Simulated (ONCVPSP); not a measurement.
**What one change does to a pseudopotential (Ti (Z = 22), ONCV)**

- Element: Ti (Z = 22)
- Generator: ONCVPSP 4.0.1
- Type: optimised norm-conserving Vanderbilt (ONCV)
- Functional: LDA (Perdew-Wang 92)
- Relativity: scalar-relativistic
- Frozen core: [Ne]
- Valence charge: 12
- Reference configuration: 3s2 3p6 3d2 4s1.75 4p0.25
- Partial waves: 3s+4s: rc 1.75 bohr, ncon 4, nbas 7, qcut 7.8 1/bohr, 2 projectors; 3p+4p: rc 1.85 bohr, ncon 4, nbas 9, qcut 6.5 1/bohr, 2 projectors; 3d: rc 2.55 bohr, ncon 4, nbas 8, qcut 6.5 1/bohr, 2 projectors, debl 1.1 Ha
- Local potential: polynomial inside 1.30 bohr (lpopt 5, dvloc0 6 Ha)
- Core correction: Teter function, fcfact 4.25, rcfact 1.6

Change: d: debl 2.5.

Cutoffs: the cutoffs (Ha) at which the residual kinetic energy of the hardest occupied pseudo-wave falls to 1 and 0.1 mHa per electron; they do not see the model core or the augmentation charge, which bear on the density cutoff. Errors are all-electron minus pseudo energies relative to the spin-unpolarised reference configuration.

Q: How do hardness, ghosts and transferability respond?

A: The potential gets neither clearly harder nor softer (17 Ha and 22 Ha → 17 Ha and 22 Ha); of the 3 tests that both files solve, the error grows in 1 and shrinks in 0 by more than 15 % and 0.3 meV (median size 0.2 → 0.1 meV); the range in which the d phases agree narrows (upper end 3.2 → 0.6); neither file shows a bound ghost.

```tsv
quantity	base	changed
cutoff, loose	17 Ha	17 Ha
cutoff, tight	22 Ha	22 Ha
bound ghosts	none	none
GHOST(+) flags under 300 eV	none	none
tests with a reliable result	3 of 4	3 of 4
error for 3s2 3p6 3d2 4s2 4p0, meV [ΔE -0.77 eV]	0.0	0.0
error for 3s2 3p6 3d2 4s1 4p0, meV [ΔE 6.76 eV]	+0.2	+0.1
error for 3s2 3p6 3d2 4s0 4p0, meV [ΔE 20.55 eV]	-0.6	-1.6
s: phases at 1.77 bohr within 0.05 rad from the reference energy up to (Ha; the scan ends near 5)	to the end of the scan	to the end of the scan
p: phases at 1.88 bohr within 0.05 rad from the reference energy up to (Ha; the scan ends near 5)	to the end of the scan	to the end of the scan
d: phases at 2.58 bohr within 0.05 rad from the reference energy up to (Ha; the scan ends near 5)	3.2	0.6
rms error of d²Exc/dni dnj with the model core, mHa	1.69	1.69
```
